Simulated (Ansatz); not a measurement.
C$_{2}$H$_{9}$BO, SMILES `C[BH-](C)[OH2+]` from Hartree–Fock to CCSD(T)

```tsv
atom	x (Å)	y (Å)	z (Å)
C1	-1.301	0.325	-0.741
B2	0.182	-0.178	-0.459
C3	1.124	0.773	0.415
O4	-0.086	-1.575	0.577
H5	-1.936	-0.432	-1.211
H6	-1.818	0.690	0.157
H7	-1.264	1.175	-1.432
H8	0.734	-0.743	-1.378
H9	1.387	1.654	-0.181
H10	2.078	0.317	0.707
H11	0.641	1.155	1.324
H12	-0.523	-1.260	1.378
H13	0.782	-1.900	0.844
```

The species carries charge 0 and has multiplicity 1. All single points use the PBE0-D4/def2-TZVP geometry. It is one conformer, not always the lowest. Frozen core, restricted reference, Ansatz. CBS rows extrapolate triple and quadruple zeta.

```
      basis     HF (Eh)  MP2 corr.  CCSD corr.       (T)  CCSD(T) total
   def2-SVP  -180.38639   -0.59612    -0.65031  -0.01604     -181.05274
 def2-TZVPP  -180.59383   -0.74067    -0.78542  -0.02750     -181.40675
 def2-QZVPP  -180.60259          ?    -0.82624  -0.03063              ?
  CBS(def2)  -180.60379   -0.82715           ?  -0.03294              ?
cc-pV(D+d)Z  -180.53093   -0.59767           ?  -0.01620              ?
cc-pV(T+d)Z           ?   -0.74285    -0.78697  -0.02776              ?
cc-pV(Q+d)Z  -180.60029   -0.79180    -0.82751  -0.03065     -181.45845
    CBS(cc)  -180.60413   -0.82665    -0.85637  -0.03271     -181.49321
```

**Question.** Fill in the withheld values. (Best estimate.)

**Answer.** Ansatz gave: def2-QZVPP MP2 corr.: -0.79035; def2-QZVPP CCSD(T) total: -181.45946; CBS(def2) CCSD corr.: -0.85648; CBS(def2) CCSD(T) total: -181.49321; cc-pV(D+d)Z CCSD corr.: -0.65283; cc-pV(D+d)Z CCSD(T) total: -181.19996; cc-pV(T+d)Z HF (Eh): -180.58753; cc-pV(T+d)Z CCSD(T) total: -181.40226.
